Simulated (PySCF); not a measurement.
## TDDFT excited states: C6H12Cl4Si4

(ClSi)4CH26 adamantane, C6H12Cl4Si4.
Cartesian coordinates in Å at the PBE0-D3(BJ)/def2-SVP level; atoms count from 1:
```xyz
26
C6H12Cl4Si4 angstrom
Si     0.1371   -0.6911    1.7464
Cl     0.2853   -1.4520    3.6762
C     -0.5312   -2.0092    0.5910
Si    -0.6780   -1.3320   -1.1510
Cl    -1.4154   -2.7980   -2.4304
C      1.0143   -0.7786   -1.7378
Si     1.6930    0.5469   -0.6000
Cl     3.5713    1.1487   -1.2593
C      1.8242   -0.1459    1.1377
C      0.5178    2.0093   -0.5977
Si    -1.1769    1.4777    0.0018
Cl    -2.4828    3.0985    0.0065
C     -1.0191    0.7853    1.7368
C     -1.8368    0.1414   -1.1361
H      0.1388   -2.8855    0.5985
H     -1.5193   -2.3484    0.9456
H      0.9433   -0.3881   -2.7670
H      1.7020   -1.6409   -1.7606
H      2.5203   -1.0017    1.1435
H      2.2395    0.6196    1.8151
H      0.4418    2.4231   -1.6174
H      0.9152    2.8075    0.0522
H     -0.6278    1.5639    2.4134
H     -2.0118    0.4889    2.1158
H     -2.8375   -0.1748   -0.7950
H     -1.9488    0.5411   -2.1580
```

The calculation used PySCF 2.14.0, density-fitted response routines, TDDFT PBE0/def2-SVPD, vertical, gas phase, core orbitals frozen in the response.

Q: What does the calculation give for the low-lying excited states?

A: 

```json
{"state": "S1", "E (eV)": "6.14", "ν̃ (cm⁻¹)": "49490", "f": "0.0000", "symmetry": "–", "main configurations (H = HOMO, L = LUMO)": "H-2/H-1/H→L (98%)"}
{"state": "S2", "E (eV)": "6.14", "ν̃ (cm⁻¹)": "49510", "f": "0.0000", "symmetry": "–", "main configurations (H = HOMO, L = LUMO)": "H-2/H-1/H→L (97%)"}
{"state": "S3", "E (eV)": "6.14", "ν̃ (cm⁻¹)": "49520", "f": "0.0000", "symmetry": "–", "main configurations (H = HOMO, L = LUMO)": "H-2/H-1/H→L (98%)"}
{"state": "S4", "E (eV)": "6.80", "ν̃ (cm⁻¹)": "54810", "f": "0.055", "symmetry": "T2", "main configurations (H = HOMO, L = LUMO)": "H-3→L (97%)"}
{"state": "S5", "E (eV)": "6.80", "ν̃ (cm⁻¹)": "54860", "f": "0.056", "symmetry": "T2", "main configurations (H = HOMO, L = LUMO)": "H-4→L (97%)"}
{"state": "S6", "E (eV)": "6.81", "ν̃ (cm⁻¹)": "54890", "f": "0.056", "symmetry": "T2", "main configurations (H = HOMO, L = LUMO)": "H-5→L (97%)"}
{"state": "S7", "E (eV)": "7.20", "ν̃ (cm⁻¹)": "58100", "f": "0.0000", "symmetry": "–", "main configurations (H = HOMO, L = LUMO)": "H-6→L (76%), H-12→L (9%)"}
{"state": "S8", "E (eV)": "7.20", "ν̃ (cm⁻¹)": "58100", "f": "0.0000", "symmetry": "–", "main configurations (H = HOMO, L = LUMO)": "H-7→L (76%), H-11→L (8%)"}
```

Triplets, Tamm–Dancoff:

```
state  E (eV)  λ (nm)  main configurations (H = HOMO, L = LUMO)
   T1    5.91   209.8                        H-2/H-1/H→L (≥94%)
   T2    5.91   209.7                        H-2/H-1/H→L (≥87%)
   T3    5.91   209.6                        H-2/H-1/H→L (≥88%)
```

The lowest singlet level (S1/S2/S3) lies at 6.14 eV (202 nm, ultraviolet) and is dark (f under 0.0005). The most intense listed level is S4/S5/S6 at 6.80 eV (182 nm, f = 0.167 summed), 0.66 eV above S1. S1/S2/S3, S4/S5/S6 and S7/S8 lie within about 0.01 eV of each other in each set; the point group Td has degenerate representations, and within a degenerate level the listed configurations can mix freely. Löwdin shares by element: HOMO (one of a set within 0.03 eV) chlorine 43% or more, carbon 12% or more (atoms not listed hold the other 45%); LUMO silicon 35% (atoms not listed hold the other 65%). Weighted by f, the mean energy of these states is 6.80 eV. Orbital energies (eV): HOMO-3 -9.02, HOMO-2 -8.42, HOMO-1 -8.42, HOMO -8.41, LUMO -1.18, LUMO+1 -0.15, LUMO+2 0.62. The oscillator strengths of these states sum to 0.167; summed over the whole spectrum of an exact calculation they would give the number of electrons, 172 (Thomas–Reiche–Kuhn). Symmetry labels in Td follow from the direction of the transition dipole and are given only for states with f of 0.002 or more. Orbitals of the list HOMO-3 to LUMO+2 that lie within 0.01 eV of each other are written together with a slash and their weights summed (≥ marks a lower bound); for degenerate orbitals outside that list single weights are arbitrary. Singlets were solved by full linear response, triplets in the Tamm–Dancoff approximation. The highest level found (7.38 eV, f 0.0000 so far) is left out, since the window may have cut off a degenerate partner.

One conformer stands for the species.
